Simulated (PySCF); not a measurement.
Two species compared at the same levels of theory.

First species: C9H13P.
SMILES: `Cc1c(c(C)cpc1C)C`

Second species: C10H11N.
SMILES: `C=C=C(C)n1cccc1C=C`

Levels: PBE0/pcSseg-1 for dipole moment, HOMO energy, LUMO energy and HOMO–LUMO gap; GFN2-xTB for rotational constant A and rotational constant C. Geometries: GFN2-xTB. Each species is one conformer at its optimised geometry, gas phase, non-relativistic unless stated; the electronic structure was computed with PySCF and density fitting.

Dipoles, sizes and rotational constants follow the conformer. The torsions of the flexible species, by atom-mapped SMILES:
- `[CH2:1]=[C:2]=[C:3]([CH3:4])[n:5]1[cH:6][cH:7][cH:8][c:9]1[CH:10]=[CH2:11]`: C2–C3–N5–C6 -144°, C8–C9–C10–C11 17°

Values for the first species:

```
Dipole moment         : 2.56 D
HOMO energy           : -6.47 eV
LUMO energy           : -1.08 eV
HOMO–LUMO gap         : 5.39 eV
Rotational constant A : 1.540 GHz
Rotational constant C : 0.659 GHz
```

Problem. Estimate the same properties for the second species, and the change in each.

Solution. 
| property | first | second | second less first |
| --- | --- | --- | --- |
| dipole moment | 2.56 D | 1.99 D | -0.57 D |
| HOMO energy | -6.47 eV | -5.68 eV | +0.79 eV |
| LUMO energy | -1.08 eV | -0.57 eV | +0.51 eV |
| HOMO–LUMO gap | 5.39 eV | 5.11 eV | -0.28 eV |
| rotational constant A | 1.540 GHz | 1.404 GHz | -0.136 GHz |
| rotational constant C | 0.659 GHz | 0.666 GHz | +0.007 GHz |

On the first: A dipole of 2.56 D is allowed in C1, and pure rotational transitions are dipole-allowed. The dipole matches unit charges of opposite sign 0.53 Å apart (1 e·Å = 4.8032 D).

On the second: A dipole of 1.99 D is allowed in C1, and pure rotational transitions are dipole-allowed. In atomic units the dipole is 0.78 e·bohr (1 au = 2.5417 D).
